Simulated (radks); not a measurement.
Results of a calculation; reference values are marked as such.
Charge is removed step by step from the 3p down level of neutral calcium, starting from [Ne] 3s2 3p(up 3, down 3) 4s2. Code: a radial shooting solver on a logarithmic mesh with Libxc functionals. Model: non-relativistic Kohn-Sham, PBEsol, spin-polarised, spherical densities, point nucleus.

removed (e),E - E(0) (eV),eigenvalue (eV),E minus straight line (eV)
0,0.000,-28.001,0.000
0.25,7.380,-31.059,-1.202
0.5,15.541,-34.251,-1.623
0.75,24.515,-37.557,-1.231
1,34.328,-40.962,0.000

Removing the whole electron costs 34.328 eV by Delta-SCF, against 28.001 eV from minus the eigenvalue at the starting occupation. Slater's transition state (half an electron removed) gives 34.251 eV. Integrating minus the eigenvalue over the occupation (Janak's theorem) gives 34.328 eV. The mean slope of the eigenvalue, de/dn, is 13.0 eV per electron.
